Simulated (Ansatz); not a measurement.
Ansatz (a quantum-chemistry and plane-wave program) input (B3LYP-D3(BJ)/def2-TZVP):

Ansatz 0.2 input:
```yaml
crystal:
  periodic: [false, false, false]
  atoms:
    - {symbol: C, position_ang: [-2.40009186, 0.05728622, -0.06659164]}
    - {symbol: C, position_ang: [-0.95260980, 0.43390224, -0.06128444]}
    - {symbol: C, position_ang: [0.02922467, -0.44731718, 0.03867013]}
    - {symbol: Cl, position_ang: [1.71324227, -0.00833146, 0.04477456]}
    - {symbol: H, position_ang: [-2.88467872, 0.38879317, -0.98896872]}
    - {symbol: H, position_ang: [-2.92968969, 0.53712876, 0.76092152]}
    - {symbol: H, position_ang: [-2.53611798, -1.02106386, 0.02131960]}
    - {symbol: H, position_ang: [-0.70748350, 1.48728067, -0.14427258]}
    - {symbol: H, position_ang: [-0.12628686, -1.51373158, 0.12506840]}
basis:
  gaussian:
    orbitals: def2-TZVP
hamiltonian:
  xc: b3lyp
  dispersion: d3bj
phonons: {temperatures: {t_min: 298.15, t_max: 298.15, t_step: 100}}
```

Output:

```
Functional definition: B3LYP
integrals: 0.07 GiB planned
1023 factors; their error is unknown
mean field: 0.67 GiB planned
mean field evaluation 1: about -15707.0224 eV, gradient 6.4e1 eV
mean field evaluation 2: about -15695.9776 eV, gradient 8.8e1 eV
mean field evaluation 4: about -15716.7063 eV, gradient 8.3e0 eV
mean field evaluation 8: about -15716.8783 eV, gradient 4.7e-1 eV
mean field evaluation 16: about -15716.8786 eV, gradient 1.9e-5 eV
mean field -15716.87858925 eV, -577.5846348722 hartree, gradient 1.9e-5 eV, S^2 0.000000; 0 other end points of the search recorded, 0 dependent functions left out
the calculation of the forces begins
reference -15716.87884849 eV, -577.5846443989 hartree; 20, 20 occupied and 140, 140 virtual orbitals, 1023 factors
these checks for a lower state are left out or cut short: stability, starts, cluster_reference, orbital_swaps, neighbouring_geometries, increment
integrals: 0.07 GiB planned
1023 factors; their error is unknown
mean field: 0.67 GiB planned
mean field -15716.87842089 eV, -577.5846286849 hartree, gradient 1.8e-6 eV, S^2 0.000000; 0 other end points of the search recorded, 0 dependent functions left out
the calculation of the forces begins
reference -15716.87868014 eV, -577.5846382123 hartree; 20, 20 occupied and 140, 140 virtual orbitals, 1023 factors
these checks for a lower state are left out or cut short: stability, starts, cluster_reference, orbital_swaps, neighbouring_geometries, increment
integrals: 0.07 GiB planned
1023 factors; their error is unknown
mean field: 0.67 GiB planned
mean field evaluation 32: about -15716.8784 eV, gradient 1.1e-6 eV
mean field -15716.87841046 eV, -577.5846283015 hartree, gradient 1.8e-6 eV, S^2 0.000000; 0 other end points of the search recorded, 0 dependent functions left out
the calculation of the forces begins
reference -15716.87866967 eV, -577.5846378275 hartree; 20, 20 occupied and 140, 140 virtual orbitals, 1023 factors
these checks for a lower state are left out or cut short: stability, starts, cluster_reference, orbital_swaps, neighbouring_geometries, increment
integrals: 0.07 GiB planned
1023 factors; their error is unknown
mean field: 0.67 GiB planned
mean field -15716.87840531 eV, -577.5846281125 hartree, gradient 1.8e-6 eV, S^2 0.000000; 0 other end points of the search recorded, 0 dependent functions left out
the calculation of the forces begins
reference -15716.87866461 eV, -577.5846376416 hartree; 20, 20 occupied and 140, 140 virtual orbitals, 1023 factors
these checks for a lower state are left out or cut short: stability, starts, cluster_reference, orbital_swaps, neighbouring_geometries, increment
integrals: 0.07 GiB planned
1023 factors; their error is unknown
mean field: 0.67 GiB planned
mean field -15716.87846599 eV, -577.5846303422 hartree, gradient 1.8e-6 eV, S^2 0.000000; 0 other end points of the search recorded, 0 dependent functions left out
the calculation of the forces begins
reference -15716.87872516 eV, -577.5846398666 hartree; 20, 20 occupied and 140, 140 virtual orbitals, 1023 factors
these checks for a lower state are left out or cut short: stability, starts, cluster_reference, orbital_swaps, neighbouring_geometries, increment
integrals: 0.07 GiB planned
1023 factors; their error is unknown
mean field: 0.67 GiB planned
mean field -15716.87837213 eV, -577.5846268930 hartree, gradient 1.8e-6 eV, S^2 0.000000; 0 other end points of the search recorded, 0 dependent functions left out
the calculation of the forces begins
reference -15716.87863128 eV, -577.5846364165 hartree; 20, 20 occupied and 140, 140 virtual orbitals, 1023 factors
these checks for a lower state are left out or cut short: stability, starts, cluster_reference, orbital_swaps, neighbouring_geometries, increment
integrals: 0.07 GiB planned
[...]
these checks for a lower state are left out or cut short: stability, starts, cluster_reference, orbital_swaps, neighbouring_geometries, increment
integrals: 0.07 GiB planned
1023 factors; their error is unknown
mean field: 0.67 GiB planned
mean field -15716.87850338 eV, -577.5846317162 hartree, gradient 1.8e-6 eV, S^2 0.000000; 0 other end points of the search recorded, 0 dependent functions left out
the calculation of the forces begins
reference -15716.87876255 eV, -577.5846412407 hartree; 20, 20 occupied and 140, 140 virtual orbitals, 1023 factors
these checks for a lower state are left out or cut short: stability, starts, cluster_reference, orbital_swaps, neighbouring_geometries, increment
integrals: 0.07 GiB planned
1023 factors; their error is unknown
mean field: 0.67 GiB planned
mean field -15716.87852332 eV, -577.5846324493 hartree, gradient 1.8e-6 eV, S^2 0.000000; 0 other end points of the search recorded, 0 dependent functions left out
the calculation of the forces begins
reference -15716.87878262 eV, -577.5846419781 hartree; 20, 20 occupied and 140, 140 virtual orbitals, 1023 factors
these checks for a lower state are left out or cut short: stability, starts, cluster_reference, orbital_swaps, neighbouring_geometries, increment
integrals: 0.07 GiB planned
1023 factors; their error is unknown
mean field: 0.67 GiB planned
mean field -15716.87847765 eV, -577.5846307709 hartree, gradient 1.8e-6 eV, S^2 0.000000; 0 other end points of the search recorded, 0 dependent functions left out
the calculation of the forces begins
reference -15716.87873685 eV, -577.5846402962 hartree; 20, 20 occupied and 140, 140 virtual orbitals, 1023 factors
these checks for a lower state are left out or cut short: stability, starts, cluster_reference, orbital_swaps, neighbouring_geometries, increment
integrals: 0.07 GiB planned
1023 factors; their error is unknown
mean field: 0.66 GiB planned
mean field evaluation 192: about -15716.8785 eV, gradient 2.4e-4 eV
mean field -15716.87849779 eV, -577.5846315108 hartree, gradient 1.8e-6 eV, S^2 0.000000; 0 other end points of the search recorded, 0 dependent functions left out
the calculation of the forces begins
reference -15716.87875706 eV, -577.5846410389 hartree; 20, 20 occupied and 140, 140 virtual orbitals, 1023 factors
these checks for a lower state are left out or cut short: stability, starts, cluster_reference, orbital_swaps, neighbouring_geometries, increment
integrals: 0.07 GiB planned
1023 factors; their error is unknown
mean field: 0.67 GiB planned
mean field -15716.87855659 eV, -577.5846336717 hartree, gradient 1.8e-6 eV, S^2 0.000000; 0 other end points of the search recorded, 0 dependent functions left out
the calculation of the forces begins
reference -15716.87881582 eV, -577.5846431984 hartree; 20, 20 occupied and 140, 140 virtual orbitals, 1023 factors
these checks for a lower state are left out or cut short: stability, starts, cluster_reference, orbital_swaps, neighbouring_geometries, increment
integrals: 0.07 GiB planned
1023 factors; their error is unknown
mean field: 0.67 GiB planned
mean field -15716.87859107 eV, -577.5846349389 hartree, gradient 1.8e-6 eV, S^2 0.000000; 0 other end points of the search recorded, 0 dependent functions left out
the calculation of the forces begins
reference -15716.87885030 eV, -577.5846444655 hartree; 20, 20 occupied and 140, 140 virtual orbitals, 1023 factors
these checks for a lower state are left out or cut short: stability, starts, cluster_reference, orbital_swaps, neighbouring_geometries, increment
integrals: 0.07 GiB planned
1023 factors; their error is unknown
mean field: 0.67 GiB planned
mean field -15716.87851047 eV, -577.5846319769 hartree, gradient 1.8e-6 eV, S^2 0.000000; 0 other end points of the search recorded, 0 dependent functions left out
the calculation of the forces begins
reference -15716.87876978 eV, -577.5846415062 hartree; 20, 20 occupied and 140, 140 virtual orbitals, 1023 factors
these checks for a lower state are left out or cut short: stability, starts, cluster_reference, orbital_swaps, neighbouring_geometries, increment
integrals: 0.07 GiB planned
1023 factors; their error is unknown
mean field: 0.67 GiB planned
mean field evaluation 224: about -15716.8785 eV, gradient 1.1e-6 eV
mean field -15716.87846245 eV, -577.5846302122 hartree, gradient 1.8e-6 eV, S^2 0.000000; 0 other end points of the search recorded, 0 dependent functions left out
the calculation of the forces begins
reference -15716.87872161 eV, -577.5846397363 hartree; 20, 20 occupied and 140, 140 virtual orbitals, 1023 factors
these checks for a lower state are left out or cut short: stability, starts, cluster_reference, orbital_swaps, neighbouring_geometries, increment
integrals: 0.07 GiB planned
1023 factors; their error is unknown
mean field: 0.67 GiB planned
mean field -15716.87857123 eV, -577.5846342096 hartree, gradient 1.8e-6 eV, S^2 0.000000; 0 other end points of the search recorded, 0 dependent functions left out
the calculation of the forces begins
reference -15716.87883047 eV, -577.5846437366 hartree; 20, 20 occupied and 140, 140 virtual orbitals, 1023 factors
these checks for a lower state are left out or cut short: stability, starts, cluster_reference, orbital_swaps, neighbouring_geometries, increment
integrals: 0.07 GiB planned
1023 factors; their error is unknown
mean field: 0.66 GiB planned
mean field -15716.87857801 eV, -577.5846344589 hartree, gradient 1.8e-6 eV, S^2 0.000000; 0 other end points of the search recorded, 0 dependent functions left out
the calculation of the forces begins
reference -15716.87883724 eV, -577.5846439854 hartree; 20, 20 occupied and 140, 140 virtual orbitals, 1023 factors
these checks for a lower state are left out or cut short: stability, starts, cluster_reference, orbital_swaps, neighbouring_geometries, increment
integrals: 0.07 GiB planned
1023 factors; their error is unknown
mean field: 0.66 GiB planned
mean field -15716.87846048 eV, -577.5846301399 hartree, gradient 1.8e-6 eV, S^2 0.000000; 0 other end points of the search recorded, 0 dependent functions left out
the calculation of the forces begins
reference -15716.87871968 eV, -577.5846396652 hartree; 20, 20 occupied and 140, 140 virtual orbitals, 1023 factors
these checks for a lower state are left out or cut short: stability, starts, cluster_reference, orbital_swaps, neighbouring_geometries, increment
integrals: 0.07 GiB planned
1023 factors; their error is unknown
mean field: 0.67 GiB planned
mean field evaluation 256: about -15716.8785 eV, gradient 1.8e-6 eV
mean field -15716.87850262 eV, -577.5846316883 hartree, gradient 1.8e-6 eV, S^2 0.000000; 0 other end points of the search recorded, 0 dependent functions left out
the calculation of the forces begins
reference -15716.87876189 eV, -577.5846412165 hartree; 20, 20 occupied and 140, 140 virtual orbitals, 1023 factors
these checks for a lower state are left out or cut short: stability, starts, cluster_reference, orbital_swaps, neighbouring_geometries, increment
integrals: 0.07 GiB planned
1023 factors; their error is unknown
mean field: 0.66 GiB planned
mean field -15716.87858622 eV, -577.5846347607 hartree, gradient 1.8e-6 eV, S^2 0.000000; 0 other end points of the search recorded, 0 dependent functions left out
the calculation of the forces begins
reference -15716.87884544 eV, -577.5846442869 hartree; 20, 20 occupied and 140, 140 virtual orbitals, 1023 factors
these checks for a lower state are left out or cut short: stability, starts, cluster_reference, orbital_swaps, neighbouring_geometries, increment
integrals: 0.07 GiB planned
1023 factors; their error is unknown
mean field: 0.67 GiB planned
mean field -15716.87856658 eV, -577.5846340388 hartree, gradient 1.8e-6 eV, S^2 0.000000; 0 other end points of the search recorded, 0 dependent functions left out
the calculation of the forces begins
reference -15716.87882583 eV, -577.5846435661 hartree; 20, 20 occupied and 140, 140 virtual orbitals, 1023 factors
Total energy: -15717.17094162 eV, -577.5953786235 hartree
Atom 0 at    -2.400092     0.057286    -0.066592 Å, force    -0.000916     0.000128    -0.000034 eV/Å
Atom 1 at    -0.952610     0.433902    -0.061284 Å, force     0.001067    -0.000260     0.000049 eV/Å
Atom 2 at     0.029225    -0.447317     0.038670 Å, force     0.000674    -0.000118     0.000027 eV/Å
Atom 3 at     1.713242    -0.008331     0.044775 Å, force    -0.000717     0.000000    -0.000018 eV/Å
Atom 4 at    -2.884679     0.388793    -0.988969 Å, force    -0.000050     0.000210    -0.000380 eV/Å
Atom 5 at    -2.929690     0.537129     0.760922 Å, force    -0.000069     0.000270     0.000336 eV/Å
Atom 6 at    -2.536118    -1.021064     0.021320 Å, force    -0.000245    -0.000250     0.000015 eV/Å
Atom 7 at    -0.707484     1.487281    -0.144273 Å, force    -0.000245    -0.000025    -0.000004 eV/Å
Atom 8 at    -0.126287    -1.513732     0.125068 Å, force     0.000501     0.000045     0.000009 eV/Å
Dipole moment:    -0.401357    -0.033144    -0.007514 e Å
Vibrations: 202.09 235.71 259.78 423.06 789.07 798.95 962.82 966.17 1069.88 1114.75 1273.85 1323.74 1416.38 1478.53 1488.10 1697.00 3023.39 3067.00 3102.62 3161.81 3197.39 cm⁻¹, zero-point energy 1.924984 eV
```
